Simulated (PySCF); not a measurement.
# C₆ coefficients of unlike pairs at PBE0

Calculated with PySCF 2.14 from the dipole response of each species, C₆(A,B) = (3/π) ∫ α_A(iu) α_B(iu) du, in atomic units, from isotropic polarisabilities. For ions this is the dispersion term alone; charge-induced terms of lower order in 1/R come first.

| species | configuration | basis | relativity | α (bohr³) | C₆ (like pair) |
| --- | --- | --- | --- | --- | --- |
| As³⁺ | [Ar] 3d10 4s2 (1S) | aug-cc-pVQZ-DK (8s7p5d3f2g) | spin-free X2C | 6.985 | 21.39 |
| Ag³⁺ | [Kr] 4d8 (3F) | x2c-QZVPPall with one added diffuse shell each of s, p, d, f, g type (14s9p8d5f3g) | spin-free X2C | 4.000 | 18.09 |
| Kr⁺ | [Ar] 3d10 4s2 4p5 (2P) | aug-cc-pV5Z-PP with ECP10MDF (8s7p6d4f3g2h) | core potential | 10.86 | 66.71 |
| Mo | [Kr] 4d5 5s1 (7S) | def2-TZVPPD with the def2 core potential (28 electrons) (6s4p3d2f1g) | core potential | 71.78 | 664.4 |

(1) Estimate C₆ for Mo with Ag³⁺.

No spin-orbit coupling is included.

The other pairs:

| pair | C₆ |
| --- | --- |
| Mo, As³⁺ | 106.8 |
| Kr⁺, Ag³⁺ | 32.71 |
| Kr⁺, As³⁺ | 37.54 |
| Ag³⁺, As³⁺ | 17.94 |
| Mo, Kr⁺ | 179.8 |

## Answers

(1) The integral gives 78.71. The combination rule 2 C_A C_B / (C_A α_B/α_A + C_B α_A/α_B) gives 66.47 and the geometric mean 109.6.
